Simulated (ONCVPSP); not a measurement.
Pseudopotential generation for Pb: ONCV, PBEsol, scalar-relativistic.

Input for ONCVPSP 4.0.1:

```
# ATOM AND REFERENCE CONFIGURATION
# atsym  z   nc   nv     iexc    psfile
  Pb 82.00   13    2  -116133      upf
#
#   n    l    f
    1    0    2.00
    2    0    2.00
    2    1    6.00
    3    0    2.00
    3    1    6.00
    3    2   10.00
    4    0    2.00
    4    1    6.00
    4    2   10.00
    4    3   14.00
    5    0    2.00
    5    1    6.00
    5    2   10.00
    6    0    2.00
    6    1    2.00
#
# PSEUDOPOTENTIAL AND OPTIMIZATION
# lmax
    2
#
#   l,   rc,      ep,       ncon, nbas, qcut
    0    2.05    0.00    3    8    2.50
    1    2.80    0.00    4    8    3.30
    2    2.70    0.25    3    8    3.50
#
# LOCAL POTENTIAL
# lloc, lpopt,  rc(5),   dvloc0
    4    5    1.70    2.00
#
# VANDERBILT-KLEINMAN-BYLANDER PROJECTORs
# l, nproj, debl
    0    1    2.50
    1    2    0.70
    2    2    3.70
#
# MODEL CORE CHARGE
# icmod, fcfact, rcfact
    1    0.30    0.00
#
# LOG DERIVATIVE ANALYSIS
# epsh1, epsh2, depsh
   -2.00    5.00    0.02
#
# OUTPUT GRID
# rlmax, drl
    6.00    0.01
#
# TEST CONFIGURATIONS
# ncnf
    4
# nvcnf
#   n    l    f
    2
    6    0    2.00
    6    1    1.00
#
    2
    6    0    2.00
    6    1    0.00
#
    2
    6    0    1.00
    6    1    0.00
#
    2
    6    0    1.00
    6    1    2.00
#
```

Command:

```bash
oncvpsp.x < Pb.dat > Pb.out
```

Resulting log (shortened: citation, most of the input echo, consistency checks and plot data are left out):

```
ONCVPSP  (Optimized Norm-Conservinng Vanderbilt PSeudopotential)
scalar-relativistic version 4.0.1

#   n    l    f        energy (Ha)
    1    0    2.00    -3.2379205E+03
    2    0    2.00    -5.7914536E+02
    2    1    6.00    -4.9673924E+02
    3    0    2.00    -1.3901794E+02
    3    1    6.00    -1.1539643E+02
    3    2   10.00    -9.1318287E+01
    4    0    2.00    -3.1460537E+01
    4    1    6.00    -2.3720614E+01
    4    2   10.00    -1.4769915E+01
    4    3   14.00    -4.8853617E+00
    5    0    2.00    -5.2988758E+00
    5    1    6.00    -3.1535426E+00
    5    2   10.00    -7.7766547E-01
    6    0    2.00    -4.4450995E-01
    6    1    2.00    -1.2923283E-01

Reference configufation results
  iterations    23
  all-electron total energy (Ha)   -2.08763193D+04

Begin loop to  construct optimized pseudo wave functions
and semi-local pseudopoentials for all angular momenta

Calculating optimized projector #   1

 for l=   0

    Fraction of norm inside rc  0.418485
    Optimizing pswf for qcut=   2.50 a_B^-1,  ecut=   3.13 Ha
    Residual kinetic energy error=  1.60D-02 Ha

    Energy error per electron        Cutoff
         Ha          eV             Ha
         0.01000     0.27211        3.92
         0.00100     0.02721       38.93
         0.00010     0.00272       62.88

   Wellstate for l =  1  n =  7
     eigenvalue =   0.5708
     asymptotic potential =   1.0708
     half-point radius =  5.0943

Calculating optimized projector #   1

 for l=   1

    Fraction of norm inside rc  0.392690
    Optimizing pswf for qcut=   3.29 a_B^-1,  ecut=   5.43 Ha
    Residual kinetic energy error=  1.41D-04 Ha

    Energy error per electron        Cutoff
         Ha          eV             Ha
         0.01000     0.27211        1.13
         0.00100     0.02721        3.87
         0.00010     0.00272        6.02
         0.00001     0.00027       23.15

Calculating optimized projector #   2

 for l=   1

    Fraction of norm inside rc  0.262007
    Optimizing pswf for qcut=   3.29 a_B^-1,  ecut=   5.43 Ha
    Residual kinetic energy error=  5.09D-04 Ha

    Energy error per electron        Cutoff
         Ha          eV             Ha
         0.01000     0.27211        2.91
         0.00100     0.02721        4.94
         0.00010     0.00272        9.23
         0.00001     0.00027       19.31

   Wellstate for l =  2  n =  6
     eigenvalue =   0.2500
     asymptotic potential =   0.7500
     half-point radius =  5.5614

   Wellstate for l =  2  n =  9
     eigenvalue =   3.9500
     asymptotic potential =   4.4500
     half-point radius =  4.7000

Calculating optimized projector #   1

 for l=   2

    Fraction of norm inside rc  0.140679
    Optimizing pswf for qcut=   3.51 a_B^-1,  ecut=   6.15 Ha
    Residual kinetic energy error=  5.72D-04 Ha

    Energy error per electron        Cutoff
         Ha          eV             Ha
         0.01000     0.27211        1.20
         0.00100     0.02721        5.35
         0.00010     0.00272       32.55
         0.00001     0.00027       60.44

Calculating optimized projector #   2

 for l=   2

    Fraction of norm inside rc  0.156295
    Optimizing pswf for qcut=   3.51 a_B^-1,  ecut=   6.15 Ha
    Residual kinetic energy error=  2.05D-02 Ha

    Energy error per electron        Cutoff
         Ha          eV             Ha
         0.01000     0.27211        7.91
         0.00100     0.02721       35.79
         0.00010     0.00272       69.50

Construct Vanderbilt / Kleinmman-Bylander projectors

B matrix Hermiticity error, ll=   1
   1   2    3.8229E-05

  Orthonormal projector coefficients  3.1729E+00  4.2707E-01

B matrix Hermiticity error, ll=   2
   1   2    1.4099E-04

  Orthonormal projector coefficients  2.8989E+00  7.0202E-01

Model core correction analysis
  based on d2Exc/dn_idn_j

d2excae - all-electron derivatives

   -1.913490D-02   -9.864305D-03
   -1.089436D-02   -6.743137D-03

d2excps - pseudofunction derivatives with no core correction

   -3.703833D-02   -1.602074D-02
   -1.733569D-02   -9.112236D-03

rms 2nd derivative error    1.006899E-02

Polynomial model core charge

d2excps - pseudofunction derivatives with core correction

   -1.995174D-02   -9.911785D-03
   -1.094116D-02   -6.527222D-03

rms 2nd derivative error    4.237607E-04

Pseudoatom total energy   -3.567945

Diagnostic tests using Vanderbilt-Kleinman-Bylander pseudopotentials
  1 or more projectors used as specified by nproj input data

   l    rcore       rmatch      e in        delta e   norm test  slope test

   0   2.0590132   2.1215293  -0.4445099   0.0001717   1.0003323   1.0022673

   1   2.8103093   2.8956364  -0.1292328  -0.0000002   1.0000221   1.0000309
   1   2.8103093   2.8956364   0.5707672   0.0000001   1.0001309   1.0001309

   2   2.7112292   2.7935480   0.2500000  -0.0004354   0.9998797   0.9998797
   2   2.7112292   2.7935480   3.9500000  -0.0010848   1.0001080   1.0001080

 Testing for bound ghosts
   n   l    E NL Schr. Eq   E Basis Diag.   E Cutoff

       0                       -0.542449     44.08  WARNING - GHOST(-)
   1   0       -0.444338       -0.442731     44.08

   2   1       -0.129233       -0.126984     38.14

 Testing for highly-localized positive-energy ghosts
       l    <radius>/rc     E Basis Diag.   E Cutoff

       1        0.750234        2.584703     38.14  WARNING - GHOST(+)

       2        0.847763        4.606127     46.39  WARNING - GHOST(+)

Test configuration 0

   n   l     f        eae           eps        diff
   1   0  2.0000-3237.92051856
   2   0  2.0000 -579.14536252
   2   1  6.0000 -496.73924034
   3   0  2.0000 -139.01794427
   3   1  6.0000 -115.39643290
   3   2 10.0000  -91.31828667
   4   0  2.0000  -31.46053746
   4   1  6.0000  -23.72061399
   4   2 10.0000  -14.76991529
   4   3 14.0000   -4.88536166
   5   0  2.0000   -5.29887580
   5   1  6.0000   -3.15354261
   5   2 10.0000   -0.77766547
   6   0  2.0000   -0.44450995   -0.44433824    1.72D-04
   6   1  2.0000   -0.12923283   -0.12923308   -2.42D-07

    Total energies and differences
      AE_ref= -2.08763193D+04  AE_tst= -2.08763193D+04  dif=  0.00D+00
      PS_ref= -3.56794479D+00  PS_tst= -3.56794479D+00  dif=  7.55D-15
      PSP excitation error= -7.55D-15

Test configuration 1

   n   l     f        eae           eps        diff
   1   0  2.0000-3238.20599818
   2   0  2.0000 -579.42991502
   2   1  6.0000 -497.02387109
   3   0  2.0000 -139.30230560
   3   1  6.0000 -115.68080325
   3   2 10.0000  -91.60261352
   4   0  2.0000  -31.74481452
   4   1  6.0000  -24.00488215
   4   2 10.0000  -15.05415441
   4   3 14.0000   -5.16957149
   5   0  2.0000   -5.58287113
   5   1  6.0000   -3.43766760
   5   2 10.0000   -1.06069774
   6   0  2.0000   -0.70964069   -0.71503105   -5.39D-03
   6   1  1.0000   -0.36297214   -0.36589666   -2.92D-03

    Total energies and differences
      AE_ref= -2.08763193D+04  AE_tst= -2.08760768D+04  dif=  2.42D-01
      PS_ref= -3.56794479D+00  PS_tst= -3.32421145D+00  dif=  2.44D-01
      PSP excitation error= -1.24D-03

Test configuration 2

psatom: WARNING lschvkbb convergence error n,l,iter=   1   0  42
ea(ii),et,emin,emax -8.743045E-01 -8.886569E-01 -8.886569E-01 -8.886569E-01
run_config: WARNING for fully non-local PS atom, stg. 1
 WARNING no output for configuration 3

Test configuration 3

psatom: WARNING lschvkbb convergence error n,l,iter=   1   0  22
ea(ii),et,emin,emax -7.594419E-01 -7.805254E-01 -7.805254E-01 -7.805254E-01
run_config: WARNING for fully non-local PS atom, stg. 1
 WARNING no output for configuration 4

Test configuration 4

psatom: WARNING lschvkbb convergence error n,l,iter=   1   0  38
ea(ii),et,emin,emax -6.570419E-01 -6.647719E-01 -6.647719E-01 -6.647719E-01
run_config: WARNING for fully non-local PS atom, stg. 1
 WARNING no output for configuration 5
```

Note: ghosts flagged at negative energy: s at -14.8 eV; GHOST(+) flagged for p at 70.3 eV, d at 125.3 eV. A true bound ghost makes a file unfit for plane-wave use.

The run took about 4 s on one core of a shared server CPU.
